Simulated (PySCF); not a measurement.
In(H)(F)(OEt) (C₂H₆FInO), SMILES CC[O][InH][F].

Geometry optimised at B3LYP-D3(BJ)/def2-SVP. The structure was generated by enumeration; whether it is a known compound was not checked. The def2 effective core potentials stand for the cores of In; spin–orbit coupling is left out. One conformer was computed; it need not be the lowest.

Two levels are set side by side: TDDFT-PBE/def2-SVPD (PySCF) and TDDFT-B3LYP/def2-SVPD (PySCF). Vertical, same geometry. The lowest singlet is HOMO→LUMO 97 % with PBE and HOMO→LUMO 86 % with the other functional; states are paired by order. Differences are taken from unrounded values.

| quantity | TDDFT-B3LYP | TDDFT-PBE | TDDFT-PBE minus TDDFT-B3LYP |
|---|---|---|---|
| lowest singlet excitation (eV) | 4.56 | 4.01 | -0.55 |
| lowest triplet excitation (TDA) (eV) | 4.21 | 3.69 | -0.52 |
| first bright state (f over 0.05) (eV) | 5.49 | 4.94 | -0.55 |
| its oscillator strength | 0.16 | 0.15 | -0.01 |

A lower first singlet is the usual sign of a functional without exact exchange. Differences between two approximate levels are no errors against the true value.

Rough cost on one machine, each run with all the roots and properties that it gave: TDDFT-B3LYP against TDDFT-PBE about 3 times.
